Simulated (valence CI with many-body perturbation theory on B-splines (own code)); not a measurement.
# Ladder of approximations for Cd⁹⁺

Calculated by configuration interaction combined with many-body perturbation theory (CI+MBPT): three valence electrons over a frozen Dirac-Fock core [Kr], a basis of 9 s, 9 p, 10 d, 8 f, 5 g, 3 h, 1 i functions for each j, with the one-electron correlation potential Σ1, the two-electron term Σ2, the three-electron term Σ3, Breit, model QED; selected CI, second order for the rest, scaled by the run's own slope (own B-spline code, finite nucleus).

No measured levels were compared; by estimate terms of the open shell hold to 2 to 4 % of their energy, and close levels can change places. Core correlation moves these levels by up to 2600 cm⁻¹, and in measured spectra 5 to 20 % of such shifts remained as error; rates that hang on mixing are uncertain with them. The list stops below the first excitations out of the core. Only levels of the ground parity were solved; by the run's estimate the other parity begins above the list, which can be wrong where configurations are misplaced.

Each rung adds one term. CI alone is the Dirac-Coulomb CI over the frozen core; QED comes last and gives the full result, which names the levels. Energies are above 4d3 4F_3/2 on the same rung, in cm⁻¹.

Names give the largest LS component (configuration and term), which can be under half, so a name can repeat, a term be missing and a line seem to break the LS rules; names also repeat where a configuration has a term twice. Letters in brackets count levels of one name in rising energy.

| Level | CI alone | Σ1 | Σ2 | Σ3 | Breit | QED | Full |
| --- | --- | --- | --- | --- | --- | --- | --- |
| 4d3 4F_5/2 | 3764 | +152 | +74 | +27 | -177 | +15 | 3855 |
| 4d3 4F_7/2 | 7845 | +283 | +113 | +27 | -339 | +27 | 7956 |
| 4d3 4F_9/2 | 11801 | +377 | +68 | -8.6 | -457 | +35 | 11816 |
| 4d3 4P_3/2 | 19647 | +96 | -256 | -92 | -62 | +6.2 | 19338 |
| 4d3 4P_1/2 | 20939 | +176 | -419 | -105 | -156 | +14 | 20450 |
| 4d3 2G_7/2 | 25900 | +348 | -1174 | -420 | -312 | +26 | 24368 |
| 4d3 2H_9/2 [a] | 27400 | +356 | -1865 | -256 | -323 | +24 | 25336 |
| 4d3 4P_5/2 | 26495 | +363 | -290 | -195 | -366 | +33 | 26040 |
| 4d3 2D_3/2 [a] | 30432 | +375 | +384 | -366 | -319 | +31 | 30536 |
| 4d3 2P_1/2 | 31916 | +426 | +248 | +197 | -372 | +35 | 32449 |
| 4d3 2H_11/2 | 37065 | +527 | -2742 | -192 | -507 | +38 | 34189 |
| 4d3 2H_9/2 [b] | 37941 | +644 | -1819 | -308 | -627 | +54 | 35885 |
| 4d3 2D_5/2 [a] | 37895 | +512 | +368 | -733 | -467 | +42 | 37618 |
| 4d3 2P_3/2 | 40984 | +672 | +863 | -124 | -641 | +60 | 41814 |
| 4d3 2F_7/2 | 51521 | +497 | -2465 | -542 | -401 | +34 | 48644 |
| 4d3 2F_5/2 | 52039 | +470 | -2447 | -573 | -322 | +31 | 49198 |
| 4d3 2D_5/2 [b] | 76012 | +610 | +223 | -990 | -450 | +44 | 75448 |
| 4d3 2D_3/2 [b] | 76959 | +604 | -368 | -1058 | -400 | +41 | 75778 |

The middle columns are the shifts that each term adds.

Problem. How does the ionisation energy move along the ladder, and which term matters most?

Solution. CI alone 170.45, + Σ1 172.36, + Σ2 173.48, + Σ3 173.48, + Breit 173.47, + QED 173.48 eV. The largest step is Σ1, 1.91 eV. NIST lists 173 ± 2.2 eV (theoretical).
